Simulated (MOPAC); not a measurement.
Input for MOPAC: PM6 on ClFGaH (SMILES [F][GaH][Cl]), a point of a bond scan (R = 2.698 Å).

```
PM6 1SCF PRECISE CHARGE=0 THREADS=1
ClFGaH

Ga    -0.42035658 1     0.09491825 1    -0.34524222 1
H     -2.50295566 1    -0.80366741 1    -1.80609416 1
F     -0.00462516 1     1.79964022 1    -0.33176534 1
Cl     0.86371139 1    -1.10121578 1     0.87461245 1
```

It printed:

```
*******************************************************************************
 **                                                                           **
 **                              MOPAC v23.2.5                                **
 **                                                                           **
 *******************************************************************************
 ** MOPAC's Digital Object Identifier: https://doi.org/10.5281/zenodo.6511958 **
 **                                                                           **
 ** Please cite the open-source release paper for use of this MOPAC version:  **
 ** J. E. Moussa and J. J. P. Stewart (2026)                                  **
 ** MOPAC: An open-source semiempirical molecular orbital program             **
 ** J. Open Source Softw., 11(119), 8025, https://doi.org/10.21105/joss.08025 **
 *******************************************************************************

                              PM6 CALCULATION RESULTS

 *******************************************************************************
 *  PM6        - The PM6 Hamiltonian to be used
 *
 *
 *
 *                 CHARGE ON SYSTEM = 0
 *
 *
 *
 *  PRECISE    - TIGHTER CRITERIA TO BE USED
 *  1SCF       - DO 1 SCF AND THEN STOP
 *  THREADS=1  - MULTI-THREADING NOT USED
 *  T=         - A TIME OF 172800.0 SECONDS REQUESTED
 *  DUMP=N     - RESTART FILE WRITTEN EVERY 7200.0 SECONDS REQUESTED
 *******************************************************************************
PM6 1SCF PRECISE CHARGE=0 THREADS=1
 ClFGaH

   ATOM   CHEMICAL          X               Y               Z
  NUMBER   SYMBOL      (ANGSTROMS)     (ANGSTROMS)     (ANGSTROMS)

     1      Ga         -0.42035658  *   0.09491825  *  -0.34524222  *
     2       H         -2.50295566  *  -0.80366741  *  -1.80609416  *
     3       F         -0.00462516  *   1.79964022  *  -0.33176534  *
     4      Cl          0.86371139  *  -1.10121578  *   0.87461245  *



          CARTESIAN COORDINATES

    NO.       ATOM           X           Y           Z

     1        Ga         -0.4204      0.0949     -0.3452
     2         H         -2.5030     -0.8037     -1.8061
     3         F         -0.0046      1.7996     -0.3318
     4        Cl          0.8637     -1.1012      0.8746

 General Reference for PM6:
 "Optimization of Parameters for Semiempirical Methods V: Modification of NDDO Approximations
 and Application to 70 Elements", J. J. P. Stewart, J. Mol. Mod., 13, 1173-1213 (2007)
 URL: https://link.springer.com/article/10.1007/s00894-007-0233-4

           Empirical Formula: H Ga F Cl  =     4 atoms



      MOLECULAR POINT GROUP   :   Cs


      RHF CALCULATION, NO. OF DOUBLY OCCUPIED LEVELS = 9


 -------------------------------------------------------------------------------
 PM6 1SCF PRECISE CHARGE=0 THREADS=1
 ClFGaH



     1SCF WAS SPECIFIED, SO BFGS WAS NOT USED
     SCF FIELD WAS ACHIEVED


                              PM6 CALCULATION
                                                       MOPAC v23.2.5 Linux




          FINAL HEAT OF FORMATION =          0.70438 KCAL/MOL =       2.94711 KJ/MOL


          COSMO AREA              =        106.64 SQUARE ANGSTROMS
          COSMO VOLUME            =         86.82 CUBIC ANGSTROMS

          IONIZATION POTENTIAL    =          9.672561 EV
          HOMO LUMO ENERGIES (EV) =         -9.673 -2.950
          NO. OF FILLED LEVELS    =          9
          MOLECULAR WEIGHT        =        125.1943         POINT GROUP:  Cs

          MOLECULAR DIMENSIONS (Angstroms)

            Atom       Atom       Distance
           Cl     4    H     2     4.31383
            F     3   Cl     4     2.82414
            H     2   Ga     1     0.00000


          SCF CALCULATIONS        =          1





   ATOM   CHEMICAL          X               Y               Z
  NUMBER   SYMBOL      (ANGSTROMS)     (ANGSTROMS)     (ANGSTROMS)

     1      Ga         -0.42035658  *   0.09491825  *  -0.34524222  *
     2       H         -2.50295566  *  -0.80366741  *  -1.80609416  *
     3       F         -0.00462516  *   1.79964022  *  -0.33176534  *
     4      Cl          0.86371139  *  -1.10121578  *   0.87461245  *

                             CARTESIAN COORDINATES

   1   Ga       -0.420356580     0.094918250    -0.345242220
   2    H       -2.502955660    -0.803667410    -1.806094160
   3    F       -0.004625160     1.799640220    -0.331765340
   4   Cl        0.863711390    -1.101215780     0.874612450


           Empirical Formula: H Ga F Cl  =     4 atoms



      MOLECULAR POINT GROUP   :   Cs


                  EIGENVALUES
 -39.14620 -25.96979 -17.23403 -14.99295 -14.74934 -13.45093 -11.50517 -11.47246
  -9.67256  -2.94969  -0.23033   1.02887   2.06057  89.33626  89.42825  89.49854
  89.96508  89.96830


              NET ATOMIC CHARGES AND DIPOLE CONTRIBUTIONS

  ATOM NO.   TYPE          CHARGE      No. of ELECS.   s-Pop       p-Pop       d-Pop
    1         Ga           0.192007        2.8080     1.48360     1.32439
    2          H           0.336431        0.6636     0.66357
    3          F          -0.335953        7.3360     1.96527     5.37069
    4         Cl          -0.192485        7.1925     1.99381     5.19660     0.00207
 DIPOLE           X         Y         Z       TOTAL
 POINT-CHG.    -5.223    -3.097    -3.510     7.014
 HYBRID         1.072     0.672     0.714     1.452
 SUM           -4.152    -2.425    -2.797     5.562


          ATOMIC ORBITAL ELECTRON POPULATIONS

     Atom    s        px        py        pz      x^2-y^2     xz        z^2       yz        xy
    1 Ga   1.48360   0.47701   0.50693   0.34046
    2  H   0.66357
    3  F   1.96527   1.93728   1.47614   1.95727
    4 Cl   1.99381   1.71639   1.75678   1.72343   0.00021   0.00066   0.00009   0.00053   0.00057

 **********************
 *                    *
 * JOB ENDED NORMALLY *
 *                    *
 **********************




 == MOPAC DONE ==
```

The run finished.

Cost: about 0.020 core-seconds (a rough figure).
